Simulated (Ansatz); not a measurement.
[VO2(OH)2]- (VO4H2⁻). The state is a triplet with charge -1. Geometry PBE-D4/def2-SVPD, that of the charge -1 singlet; atoms count from 1.

```tsv
atom	x (Å)	y (Å)	z (Å)
V1	-0.090	-0.136	0.348
O2	-0.121	0.778	1.702
O3	-0.481	-1.696	0.640
O4	1.626	-0.083	-0.383
H5	1.833	-0.950	-0.772
O6	-1.302	0.577	-0.878
H7	-1.466	1.510	-0.656
```

The highest occupied level of the charge -1 triplet lies above zero (up to 0.37 eV). By energy differences its removal costs 1.39 eV (vertical, to the charge 0 doublet, at PBE0-D4/def2-TZVPD), and other spins of that charge weren't run; a positive level beside a positive removal energy at the same level points to self-interaction error. At PBE0-D4/def2-TZVPD a singlet of charge -1 lies 3.34 eV below the triplet at the same geometry.

Estimate the Mulliken populations from the PBE0/def2-TZVPD orbitals of Ansatz.


```csv
atom,charge (e),spin (α − β),d electrons
V1,1.90,0.71,3.15
O2,-0.78,0.62,–
O3,-0.78,0.62,–
O4,-0.92,0.02,–
H5,0.24,0.00,–
O6,-0.92,0.02,–
H7,0.24,0.00,–
```
Mulliken values and Mayer orders depend strongly on the basis. With diffuse functions, as here, like atoms can get unlike values, and bond orders can come out too low or too high.

Where does the spin sit?

Summed by element: V 0.71, O 1.28, H 0.01, of 2 unpaired in all. Largest on single atoms: V1 0.71, O2 0.62, O3 0.62.

And the Mayer bond orders between bonded heavy atoms (over 0.3)?

V1–O2 1.09 (1.63 Å); V1–O3 1.09 (1.63 Å); V1–O4 0.44 (1.87 Å); V1–O6 0.44 (1.87 Å). Values over 0.3 also appear between atoms too far apart for a bond (O2–O3 0.38 at 2.72 Å); they arise where an orbital or an unpaired electron spreads over both atoms.
